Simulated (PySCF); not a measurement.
Species: C9H17Al.
Cartesian coordinates in Å at the PBE0-D3(BJ)/def2-SVP level; atoms count from 1:
```xyz
27
C9H17Al angstrom
C      2.8085   -0.1943   -0.9965
C      2.9820    0.3092    0.4557
C      1.5609    0.5797    0.9754
C      0.6316   -0.2202    0.0577
C     -0.8367    0.1950    0.1223
C     -1.7147   -0.5889   -0.8746
C     -3.1987   -0.1880   -0.7772
Al    -3.3627    0.1127    1.1579
C     -1.4360    0.0890    1.5422
C      1.3144   -0.0576   -1.3026
H      3.4350    0.3546   -1.7156
H      3.1065   -1.2522   -1.0688
H      3.4850   -0.4524    1.0711
H      3.6090    1.2119    0.5099
H      1.3129    1.6511    0.8714
H      1.4379    0.3271    2.0385
H      0.6905   -1.2890    0.3481
H     -0.8808    1.2620   -0.1824
H     -1.3246   -0.4627   -1.8984
H     -1.6081   -1.6661   -0.6422
H     -3.8681   -0.9221   -1.2522
H     -3.3711    0.7664   -1.3119
H     -4.6302    0.3161    2.1021
H     -1.1663   -0.8942    1.9802
H     -1.0345    0.8471    2.2320
H      1.0896    0.9521   -1.6922
H      0.9695   -0.7785   -2.0587
```

Method: PySCF, PBE0-D3(BJ)/def2-SVP geometry optimisation, gas phase.

Masses are those of the commonest isotopes; rigid-rotor values at the optimised geometry. The values belong to one conformer with, in the numbering `[CH2:1]1[CH2:2][CH2:3][CH:4]([C@H:5]2[CH2:6][CH2:7][AlH:8][CH2:9]2)[CH2:10]1`, C3–C4–C5–C6 177°, C10–C1–C2–C3 6°, C1–C2–C3–C4 20°, C2–C3–C4–C5 -163°, C4–C5–C6–C7 179°.

Give the principal moments of inertia and the rotational constants in cm⁻¹.

Ia = 177.12, Ib = 869.56, Ic = 1006.65 u·Å²; 505379 MHz·u·Å²/I gives 2853, 581.2 and 502.0 MHz, that is A = 0.09518, B = 0.01939, C = 0.01675 cm⁻¹.

What kind of rotor is it?

A near-prolate asymmetric top. Ray's parameter κ = (2B − A − C)/(A − C) = -0.933; −1 is the prolate and +1 the oblate limit.

What does the inertial defect say?

Not planar: Δ = Ic − Ia − Ib = -40.02 u·Å². For a rigid frame Δ = −2 Σ m c², so Σ m c² = 20.01 u·Å² lies off the ab plane: 15.69 from hydrogen and 4.32 from heavier atoms. The atom farthest from that plane is 1.38 Å away.

Give the other two planar moments, Paa and Pbb, and the rms extents of the mass along the axes.

Paa = Σ m a² = (Ib + Ic − Ia)/2 = 849.54 and Pbb = Σ m b² = (Ia + Ic − Ib)/2 = 157.11 u·Å². With the mass M = 152.11 u, the rms extents √(P/M) along a, b and c are 2.36, 1.02, 0.36 Å.

Where do the levels up to J = 4 lie, in MHz?

Above 0(0,0):
J = 1: 1(0,1) 1083, 1(1,1) 3355, 1(1,0) 3435
J = 2: 2(0,2) 3248, 2(1,2) 5443, 2(1,1) 5680, 2(2,1) 12497, 2(2,0) 12499
J = 3: 3(0,3) 6489, 3(1,3) 8572, 3(1,2) 9047, 3(2,2) 15746, 3(2,1) 15757, 3(3,1) 27306, 3(3,0) 27306
J = 4: 4(0,4) 10802, 4(1,4) 12743, 4(1,3) 13534, 4(2,3) 20078, 4(2,2) 20108, 4(3,2) 31643, 4(3,1) 31644, 4(4,1) 47822, 4(4,0) 47822

The dipole components are |μa| = 0.08 D, |μb| = 0.08 D, |μc| = 0.03 D.

PBE0-D3(BJ)/def2-SVP frequencies: not computed here. These are rigid-rotor constants of the computed structure; measured ground-state constants (B0) also hold zero-point vibration. Quadrupole hyperfine structure (27Al) is left out.
